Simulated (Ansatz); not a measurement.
Molecule: sum formula H2BO, charge 0, multiplicity 2. It need not be the lowest isomer of its formula. 
Coordinates optimised at B3LYP-D3(BJ)/def2-TZVP (Ansatz, a program for electronic structure):
```xyz
4

B      0.4880    -0.0662    -0.3457
O     -0.5508     0.0747     0.3902
H      1.1612    -1.0678    -0.2660
H      0.8049     0.8010    -1.1269
```
Charge 0, spin multiplicity 2.

Basis-set convergence of Hartree-Fock and CCSD correlation energies (hartree) with Ansatz. Cores are frozen in the correlated levels unless marked. UHF or UKS for open shells. No spin-orbit coupling. Non-relativistic.

```
basis        functions       E(HF)  E(corr, CCSD)
-----------  ---------  ----------  -------------
aug-cc-pVDZ         64  -100.71165       -0.27621
aug-cc-pVTZ        138  -100.74037       -0.33056
aug-cc-pVQZ        252  -100.74740       -0.34861
```

Extrapolating the two largest sets (X = 3 and 4) as X^-3: E(corr) = (64·(-0.34861) - 27·(-0.33056))/37 = -0.3618 Eh, an estimate of the basis-set limit. The largest set recovers 96.4 % of it, the smallest 76.3 %.
